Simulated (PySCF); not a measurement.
## Working out the ionisation energy of C⁺

C⁺ [He] 2s2 2p1 (2P) → C²⁺ [He] 2s2 (1S). Calculation: PySCF 2.14, in aug-cc-pwCVDZ (5s4p2d, 27 functions); no relativity, point nucleus. Frozen: nothing. Energies in hartree (1 hartree = 27.21139 eV):

```
            part  C⁺ (lower)  C²⁺ (upper)
             UHF  -37.290765   -36.405150
CCSD correlation   -0.097927    -0.100947
             (T)   -0.000965    -0.000374
```

**Question.** What does Hartree-Fock give?

**Answer.** (-36.405150) − (-37.290765) = 0.885615 hartree = 24.099 eV.

**Question.** What do CCSD and CCSD(T) give?

**Answer.** The CCSD correlation energies differ by -0.003020 hartree = -0.082 eV and the triples by 0.000591 hartree = 0.016 eV, so CCSD gives 24.017 eV and CCSD(T) 24.033 eV.

Measured between the centres of the two terms (NIST): 24.378 eV, so CCSD(T) (valence and next inner shell) is off by -0.345 eV.

A double-zeta basis recovers only part of the correlation energy.

The coupled-cluster amplitudes are large, so a single reference is strained.

What remains against the reference includes basis incompleteness and higher excitations.
